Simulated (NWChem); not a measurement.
Molecule: AlH$_{3}$S; SMILES [SH][AlH2]

**Question.** Give the equilibrium geometry at PBE0/def2-SVP (NWChem) as an XYZ file, with the point group.

**Answer.** point group Cs; any orientation.
```
5

Al     0.1386    -1.1552     0.0545
H      1.3498    -2.0077    -0.5026
H     -1.2991    -1.7344     0.3850
S      0.5249     0.9724     0.3756
H     -0.7202     1.2475     0.8238
```
